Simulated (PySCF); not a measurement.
# One molecule, several mistakes: BGe2H6N

All numbers below are calculated, not measured. The program is PySCF 2.14.0, an open-source quantum chemistry code, run on an isolated molecule that a program drew, which may never have been made. The molecule is BGe2H6N (charge 0, singlet), drawn as the SMILES string `[BH2][GeH2][NH][GeH]`.

Each row is a Hartree-Fock (HF) and frozen-core CCSD(T) single point in the cc-pVDZ basis, meant for a local HF minimum. Run 1 is clean. Each other run has one planted mistake out of seven kinds, and not every kind appears here: one electron removed, one electron added, multiplicity raised by two, geometry at a saddle point, minimal basis STO-3G, one bond length entered in bohr, all coordinates scaled. The reference is restricted for singlets and unrestricted otherwise, and also for a bond in bohr. Adding or removing an electron swaps singlet and doublet. Electrons count all cores. HOMO and LUMO are orbital energies over both spins, the gradient is its largest component, and the lowest frequency (negative if imaginary) is given only where the gradient is small. Bond lengths are over the 9 bonds as drawn. T1 is the CCSD diagnostic: over 0.02 (restricted) or 0.045 (unrestricted) a single reference is doubtful. Germanium has the cc-pVDZ-PP basis, with a core potential (ECP10MDF) in place of its 10 inner electrons, and its 3s, 3p and 3d shells are frozen in CCSD(T).

Geometry of the clean run:
```xyz
10
BGe2H6N, angstrom
B     2.4804    0.7576    0.9418
Ge    1.0507   -0.5684    0.2031
N    -0.1957    0.2741   -0.8912
Ge   -0.7864   -0.2407   -2.5424
H     3.4872    0.3396    1.4410
H     2.3151    1.9445    0.9064
H     1.6672   -1.6784   -0.6565
H     0.3273   -1.2313    1.3928
H    -0.5883    1.1136   -0.4998
H    -1.7937    0.9841   -2.7189
```

| run | electrons | basis functions | <S^2> | HOMO (eV) | LUMO (eV) | gradient (hartree/bohr) | lowest frequency (cm^-1) | mean bond (Å) | longest bond (Å) | T1 | HF (hartree) | CCSD(T) (hartree) | mistake |
|---|---|---|---|---|---|---|---|---|---|---|---|---|---|
| 1 | 82 | 104 | 0.000 | -8.83 | 1.25 | 2.2e-05 | 47 | 1.5387 | 2.085 | 0.0174 | -669.34785 | -669.85020 | no fault |
| 2 | 81 | 104 | 1.050 | -14.62 | -6.37 | 7.6e-02 | - | 1.5387 | 2.085 | 0.0866 | -669.05386 | -669.51164 | one electron removed |
| 3 | 83 | 104 | 0.762 | -0.92 | 4.76 | 4.2e-02 | - | 1.5387 | 2.085 | 0.0209 | -669.33908 | -669.86451 | one electron added |
| 4 | 82 | 104 | 0.000 | -9.01 | 1.14 | 3.8e-02 | - | 1.6264 | 2.204 | 0.0206 | -669.32257 | -669.83587 | all coordinates scaled |
| 5 | 82 | 104 | 2.010 | -6.74 | -0.11 | 3.2e-02 | - | 1.5387 | 2.085 | 0.0165 | -669.27750 | -669.75691 | ? |

**Which mistake was planted in run 5, and what did it cost?**

Electrons, basis and geometry are unchanged, and <S^2> is 2.010, beside S(S+1) = 2.00 for a multiplicity of 3. So the mistake is: multiplicity raised by two. Subtracting run 1 and multiplying by 627.51 kcal/mol a hartree, the energy moved by 44.1 kcal/mol in HF and 58.5 kcal/mol in CCSD(T).

Cautions from the logs. Run 2: T1 is over the limit, so its CCSD(T) energy is less reliable; run 4: T1 is over the limit, so its CCSD(T) energy is less reliable.
